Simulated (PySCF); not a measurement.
## Exercise with solution: chemical shift, span and skew from a shielding tensor

Si(F)(Me)2(NH2) (C2H8FNSi), SMILES C[Si](C)(N)F. Atoms are numbered in the order given.

```xyz
13

C     -0.5704    -0.8003    -1.5654
Si     0.0157     0.0234     0.0000
C     -0.5704    -0.8003     1.5654
N     -0.4819     1.6706     0.0000
F      1.6563    -0.1162     0.0000
H     -1.6705    -0.8090    -1.6183
H     -0.1895    -0.2745    -2.4560
H     -0.2124    -1.8409    -1.6158
H     -0.1895    -0.2745     2.4560
H     -1.6705    -0.8090     1.6183
H     -0.2124    -1.8409     1.6158
H     -0.3810     2.2381     0.8350
H     -0.3810     2.2381    -0.8350
```
Charge 0, spin multiplicity 1.

Geometry optimised at ωB97X-D3(BJ)/def2-SVP. This is a generated structure with no PubChem entry under its InChIKey; it may be hypothetical. One conformer was computed; it need not be the lowest.

GIAO shieldings from PySCF with PBE0/pcSseg-1, non-relativistic, no solvent. The symmetric part of the tensor of C1 has the principal values 179.5, 187.5, 193.3 ppm. The same nucleus in TMS has σ = 186.3 ppm at this level (PySCF, at its B3LYP-D3(BJ)/def2-TZVP geometry).

**Question.** Work out the isotropic shielding, the ¹³C shift against TMS, the span and the skew.

**Answer.** 
σ(iso) = (σ11 + σ22 + σ33)/3 = 186.8 ppm. δ = σ(ref) − σ(iso) = 186.3 − (186.8) = -0.5 ppm.
Span Ω = σ33 − σ11 = 13.8 ppm. Skew κ = 3(σ(iso) − σ22)/Ω = -0.16. Tumbling in solution averages the tensor to δ; in a static solid the shielding alone would spread this spin-1/2 line over Ω.
